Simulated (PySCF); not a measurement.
# Reading the logs of faulty runs: AlB2H6Si

All numbers below are calculated, not measured. They come from PySCF 2.14.0, an open-source quantum chemistry program, on an isolated molecule that a program drew, which may never have been made. The molecule is AlB2H6Si (charge 0, doublet), drawn as the SMILES string `B[SiH][BH][AlH2]`.

Each row is a Hartree-Fock (HF) and frozen-core CCSD(T) single point in the cc-pV(D+d)Z basis, meant for a local HF minimum. Run 1 is clean. Each other run has one planted mistake out of seven kinds, and not every kind appears here: one electron removed, one electron added, multiplicity raised by two, geometry at a saddle point, minimal basis STO-3G, one bond length entered in bohr, all coordinates scaled. The reference is restricted for singlets and unrestricted otherwise, and also for a bond in bohr. Adding or removing an electron swaps singlet and doublet. Electrons count all cores. HOMO and LUMO are orbital energies over both spins, the gradient is its largest component, and the lowest frequency (negative if imaginary) is given only where the gradient is small. Bond lengths are over the 9 bonds as drawn. T1 is the CCSD diagnostic: over 0.02 (restricted) or 0.045 (unrestricted) a single reference is doubtful.

Geometry of the clean run:
```xyz
10
AlB2H6Si, angstrom
B    -0.4701   -1.7594   -1.8714
Si    1.1752   -1.0051   -1.0396
B     1.1790    0.6385    0.0813
Al   -0.5775    1.7854    0.5222
H    -1.5245   -1.2082   -1.7001
H    -0.4521   -2.7515   -2.5435
H     2.4467   -1.7285   -1.2841
H     2.2480    0.9785    0.5206
H    -1.4601    1.4686    1.8027
H    -1.0285    2.9827   -0.4171
```

| run | electrons | basis functions | <S^2> | HOMO (eV) | LUMO (eV) | gradient (hartree/bohr) | lowest frequency (cm^-1) | mean bond (Å) | longest bond (Å) | T1 | HF (hartree) | CCSD(T) (hartree) | mistake |
|---|---|---|---|---|---|---|---|---|---|---|---|---|---|
| 1 | 43 | 104 | 0.761 | -8.47 | -0.21 | 2.9e-05 | 76 | 1.5986 | 2.144 | 0.0162 | -583.61456 | -584.00398 | no fault |
| 2 | 43 | 104 | 1.450 | -8.70 | -0.36 | 1.9e-02 | - | 1.7177 | 2.277 | 0.0568 | -583.50450 | -583.89237 | one bond length entered in bohr |
| 3 | 44 | 104 | 0.000 | -1.74 | 5.02 | 2.4e-02 | - | 1.5986 | 2.144 | 0.0213 | -583.64782 | -584.08606 | one electron added |
| 4 | 43 | 104 | 3.777 | -6.49 | -1.26 | 4.4e-02 | - | 1.5986 | 2.144 | 0.0241 | -583.52238 | -583.90379 | ? |

**Which mistake was planted in run 4, and what did it cost?**

Electrons, basis and geometry are unchanged, and <S^2> is 3.777, beside S(S+1) = 3.75 for a multiplicity of 4. So the mistake is: multiplicity raised by two. Subtracting run 1 and multiplying by 627.51 kcal/mol a hartree, the energy moved by 57.8 kcal/mol in HF and 62.9 kcal/mol in CCSD(T).

Cautions from the logs. Run 2: T1 is over the limit, so its CCSD(T) energy is less reliable; run 3: T1 is over the limit, so its CCSD(T) energy is less reliable.
